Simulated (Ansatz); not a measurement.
Reaction (formal exchange of groups at a Zr–Cl bond): `[OH][Zr]([OH])([OH])[Cl]` + `IC1CCO1` → `[OH][Zr]([OH])([OH])[I]` + `ClC1CCO1`

Computed with Ansatz on PBE0-D4/def2-TZVP structures; ΔE is electronic, products minus reactants. CBS: MP2 limit from def2 TZ/QZ plus the TZ coupled-cluster correction, frozen cores. Functionals use def2-TZVPP. B3LYP here is the variant with VWN-RPA as its local correlation; programs differ in this. Elements past krypton have def2 core potentials. For I, Zr outer-core shells are correlated without core-valence functions, which leaves a few kJ/mol of doubt a bond. One conformer a species, not always the lowest.

| level | ΔE (kJ/mol) |
| --- | --- |
| PBE-D4 | 18.2 |
| r2SCAN-D4 | 17.3 |
| B2PLYP | 15.6 |
| PBE0 | 11.4 |
| B3LYP | 17.6 |
| HF/def2-TZVPP | 3.7 |
| CCSD(T)/def2-TZVPP | 13.8 |
| HF/def2-QZVPP | 4.1 |

**Question.** What does CCSD(T)/CBS give? (Best estimate.)

**Answer.** Ansatz gave: +17.6 kJ/mol. The listed levels differ from it by 0.6, -0.3, -2.0, -6.2, 0.0, -13.9, -3.8, -13.5 kJ/mol.

Largest T1 diagnostic among the species: 0.016.

From PBE to PBE0 (25 % exact exchange), in def2-TZVPP and without D4, ΔE moves by −5.8 kJ/mol. In def2-TZVPP, CCSD(T) changes the Hartree–Fock value by +10.2 kJ/mol (the triples alone add +1.3 kJ/mol) and MP2 by +9.8 kJ/mol.
